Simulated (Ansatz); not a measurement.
BFH7NSi2 can be A, `N[SiH]([SiH3])BF`, or B, `FBN([SiH3])[SiH3]`.

Gas-phase electronic energies from Ansatz, PBE0-D4/def2-TZVP geometries. CBS: MP2 limit from def2 TZ/QZ plus the TZ coupled-cluster correction, frozen cores. Functionals use def2-TZVPP. B3LYP here is the variant with VWN-RPA as its local correlation; programs differ in this. Each species was taken in one conformer, which may not be the lowest.

(1) Which isomer does CCSD(T)/CBS put lower? Give the gap. (Estimate.)

(2) Give E(B) − E(A) in kcal/mol with B3LYP-D4, CCSD/def2-TZVPP, CCSD(T)/def2-TZVPP, B2PLYP, HF/def2-TZVPP, PBE0-D4, r2SCAN-D4. (Best estimate.)

Largest T1 diagnostic: 0.014.

Answers

(1) Ansatz gave: B, by 50.3 kcal/mol.

(2) The calculation gave: B3LYP-D4 -49.1, CCSD/def2-TZVPP -51.3, CCSD(T)/def2-TZVPP -50.9, B2PLYP -50.7, HF/def2-TZVPP -55.3, PBE0-D4 -44.9, r2SCAN-D4 -47.7. None reverses the order clearly.

In def2-TZVPP, CCSD(T) changes the Hartree–Fock value by +4.4 kcal/mol (the triples alone add +0.4 kcal/mol) and MP2 by +1.1 kcal/mol. The D4 term adds −1.1 kcal/mol with B3LYP and −0.5 kcal/mol with PBE0; it sums over pairs of atoms, weighted by their polarisabilities, and B3LYP, whose exchange is more repulsive, gets the larger term.
